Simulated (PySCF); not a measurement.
Silicon: a sound run and one with changed settings

Sound run: Si⁺ [Ne] 3s2 3p1, Si²⁺ [Ne] 3s2. Computed with PySCF 2.14 in jorge-DZP-DKH, with the spin-free X2C one-electron Hamiltonian (Gaussian nucleus). In the sound run the correlated levels freeze [Ne]. The sound run starts from symmetry-adapted Hartree-Fock orbitals and uses a fine grid where one is needed.

Changed run: all electrons correlated in a basis built for the valence shell.

| species | method | sound run (hartree) | changed run (hartree) | converged |
| --- | --- | --- | --- | --- |
| Si⁺ | MP2 | -289.20512 | -289.28501 | yes |
| Si⁺ | CCSD(T) | -289.22392 | -289.30514 | yes |
| Si²⁺ | MP2 | -288.61828 | -288.69855 | yes |
| Si²⁺ | CCSD(T) | -288.63274 | -288.71444 | yes |

Ionisation energy of Si⁺:

```
 method  sound run (eV)  changed run (eV)
    UHF          15.789            15.789
    MP2          15.969            15.958
SCS-MP2          15.951            15.939
   CCSD          16.069            16.057
CCSD(T)          16.087            16.074
```

A valence basis has no tight correlating functions, so it recovers only part of the core correlation, and not evenly between atom and ion.

For comparison, NIST gives 16.346 eV between the lowest levels.
